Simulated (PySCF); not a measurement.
# Ionisation energy of O⁺ by level of theory

O⁺ [He] 2s2 2p3 (4S) → O²⁺ [He] 2s2 2p2 (3P), as a difference of total energies. Computed with PySCF 2.14 in def2-SVP, with no relativity, point nucleus. Correlated levels: valence: 1s2 frozen. The calculations carry no spin-orbit coupling.

| method | ionisation energy (eV) | error (eV) |
| --- | --- | --- |
| UHF | 34.727 | -0.394 |
| TPSS | 35.409 | +0.288 |
| BP86 | 35.439 | +0.318 |
| MP2 (valence) | 35.110 | -0.011 |
| SCS-MP2 (valence) | 34.912 | -0.209 |
| CCSD (valence) | 34.897 | -0.224 |
| CCSD(T) (valence) | 34.896 | -0.225 |

Reference: 35.121 eV (measured; NIST Atomic Spectra Database, ionization energies).

Errors of the correlated levels include the incompleteness of this basis and the frozen core.
